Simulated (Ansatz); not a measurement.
A nudged elastic band was laid between two geometries of CH₅GaOSi (9 atoms, charge 0, multiplicity 1).

Computed with Ansatz, RKS B3LYP-D4/def2-SVP.

```yaml
movable_images: 5
climbing_image: from the first iteration
spring: 5.0 eV/Å²
optimiser: fire
start_path: through a guess of the saddle point
force_threshold: 0.05 eV/Å
iteration_limit: 60
end_points: relaxed
```

Image 0:

```xyz
9
Properties=species:S:1:pos:R:3
O -0.716 2.022 -1.467
C -1.302 1.609 -0.483
Ga 0.073 0.690 0.670
Si 0.751 -1.563 0.092
H -2.409 1.782 -0.381
H 0.880 1.625 1.650
H 2.036 -1.539 -0.672
H -0.278 -2.255 -0.742
H 0.966 -2.371 1.332
```

Image 6:

```xyz
9
Properties=species:S:1:pos:R:3
O -0.017 1.448 -0.287
C -1.232 1.526 -0.246
Ga 1.870 0.947 0.932
Si 0.966 -1.392 0.142
H -1.811 1.852 -1.135
H -1.807 1.272 0.670
H 0.815 -1.524 -1.350
H -0.446 -1.485 0.677
H 1.661 -2.645 0.598
```

Q: Which bonds break or form, and what moves?

A: Bonds broken: C2–Ga3, Ga3–H6. Bonds formed: C2–H6.

Q: What energy profile does the band end with?

A: The run ended unconverged. The highest image is number 3 of 0 to 6, 41.3 kcal/mol above the first end and 43.7 kcal/mol above the last; the last end lies 2.5 kcal/mol below the first. The band didn't meet its force threshold, so its energies are provisional: the largest band force was still 0.13 eV/Å, and over the last iterations the top stayed at 1.80 eV. The orbitals stay closed-shell, which can raise the energy where a bond breaks towards radicals; this wasn't checked here.

```json
{"image": "0", "path coordinate (Å)": "0.00", "energy (kcal/mol)": "0.0", "C2–Ga3 (Å)": "2.02", "Ga3–H6 (Å)": "1.58", "C2–H6 (Å)": "3.05"}
{"image": "1", "path coordinate (Å)": "0.69", "energy (kcal/mol)": "2.4", "C2–Ga3 (Å)": "1.99", "Ga3–H6 (Å)": "1.57", "C2–H6 (Å)": "2.81"}
{"image": "2", "path coordinate (Å)": "1.39", "energy (kcal/mol)": "18.3", "C2–Ga3 (Å)": "2.03", "Ga3–H6 (Å)": "1.54", "C2–H6 (Å)": "2.34"}
{"image": "3", "path coordinate (Å)": "2.08", "energy (kcal/mol)": "41.3", "C2–Ga3 (Å)": "2.34", "Ga3–H6 (Å)": "1.63", "C2–H6 (Å)": "1.76"}
{"image": "4", "path coordinate (Å)": "3.21", "energy (kcal/mol)": "3.1", "C2–Ga3 (Å)": "2.95", "Ga3–H6 (Å)": "2.61", "C2–H6 (Å)": "1.12"}
{"image": "5", "path coordinate (Å)": "4.35", "energy (kcal/mol)": "-0.8", "C2–Ga3 (Å)": "3.18", "Ga3–H6 (Å)": "3.18", "C2–H6 (Å)": "1.11"}
{"image": "6", "path coordinate (Å)": "5.49", "energy (kcal/mol)": "-2.5", "C2–Ga3 (Å)": "3.37", "Ga3–H6 (Å)": "3.70", "C2–H6 (Å)": "1.11"}
```

Run time: 12 min on 2 threads of Arm Neoverse V1, with other jobs on the host, peak memory 0.26 GiB.
